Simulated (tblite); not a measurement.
Problem. What does the GFN2-xTB structure of `C[C@H]1C=C[P@H+](C)C=C1` look like in three dimensions? (Charge +1.)

Solution. 
Z-matrix in Å and degrees, rows numbered from 1:
```
C 
C   1  1.5453
C   2  1.4915  1  108.55
C   3  1.3334  2  127.01  1   106.14
P   4  1.7777  3  120.59  2     2.31
C   5  1.8056  4  112.89  3   134.06
C   5  1.7775  4  105.28  3    10.55
C   7  1.3333  5  120.63  4   -10.56
H   1  1.0861  2  110.25  3    56.22
H   1  1.0875  2  109.99  3   -63.88
H   1  1.0860  2  110.24  3   176.06
H   2  1.0967  1  106.86  3  -116.27
H   3  1.0829  2  114.30  1   -71.92
H   4  1.0819  3  121.90  2  -179.01
H   5  1.3850  4  109.78  3  -107.51
H   6  1.0908  5  109.85  4    60.79
H   6  1.0908  5  109.78  4  -179.19
H   6  1.0908  5  109.42  4   -59.22
H   7  1.0817  5  117.46  4   168.20
H   8  1.0828  2  114.31  1    71.90
```

C3 (alkene CH carbon) is planar (angles 127.0°, 118.7° and 114.3°, sum 360.0°, 0.01 Å off the plane of its three neighbours). The 5 C–C bonds span 1.333 Å (C7=C8, drawn double) to 1.545 Å (C1–C2, drawn single), a spread of 0.212 Å. C4 (alkene CH carbon) is planar (angles 121.9°, 120.6° and 117.5°, sum 360.0°, 0.01 Å off the plane of its three neighbours). The 6-membered ring C2–C3–C4–P5–C7–C8 has internal angles of 105.3° to 127.0°; it is puckered, 0.08 Å rms from its mean plane, widest ring torsion 17°.

The geometry is computed with GFN2-xTB (gas phase).

Point group: Cs (tolerance 0.08 Å). Its GFN2-xTB frequencies are all real (lowest 32 cm⁻¹). Torsions: C1–C2–C3–C4 106°, C3–C4–P5–C6 134°, C4–P5–C7–C8 -11°, C1–C2–C8–C7 -106°.

One conformer stands for the species.
